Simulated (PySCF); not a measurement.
## Structure from NMR data

Molecular formula: C₃H₇FN₂Si₂. Simulated spectra:

1H NMR (600 MHz, computed): δ 6.34 (m, 1H), 5.26 (s, 3H), 4.56 (s, 3H).

13C{1H} NMR (computed): δ 177.0 (C), 143.3 (C), 110.9 (CH).

PySCF 2.14.0 with density-fitted response routines calculation with GIAO PBE0/pcSseg-1 shieldings and coordinates at the GFN2-xTB level; single conformer, isolated molecule, averaged over atoms made equivalent by symmetry, fast rotation or ring inversion, relativity neglected.

Shifts are taken against calculated references (same method and geometry level): TMS for 1H (σ = 31.72 ppm), 13C (σ = 186.93 ppm).

Question: Propose a structure and justify it.

Answer: 
1. Rings plus π bonds: 3 (1 ring in the answer).
2. 3 carbon signals for 3 carbons: no two carbons are equivalent.
3. Carbon types of the structure: 2 × C, 1 × CH, leaving 6 H on heteroatoms.
4. δC 177.0: aromatic carbon bearing fluorine; an ipso carbon deshielded by its heteroatom.
5. δC 143.3: substituted aromatic carbon next to a ring nitrogen.
6. δC 110.9: aromatic CH.
7. δH 6.34: hydrogen on an aromatic CH; aromatic region.
8. δH 5.26: hydrogen on a silicon bonded to N.
9. δH 4.56: hydrogen on a silicon bonded to C.

These data were computed for `c1c(F)nn([SiH3])c1[SiH3]`.

This is the structure that produced the data.

Splittings by 19F in the carbon and heteronuclear signals aren't shown, as no couplings were computed. Shifts are as computed. Against solution values, carbons near 30 ppm lie about +3 ppm off and those near 130 ppm about +5 ppm. Of 1211 compounds with measured shifts, 218 miss one by over three times the rms of a fit or turn the order of signals round; such compounds aren't used in these exercises. No couplings were computed; multiplicities are counted from neighbouring protons, with m where these are inequivalent, close in shift, in a saturated or five-membered ring or joined by F or P, and br s for small geminal =CH2 splittings.
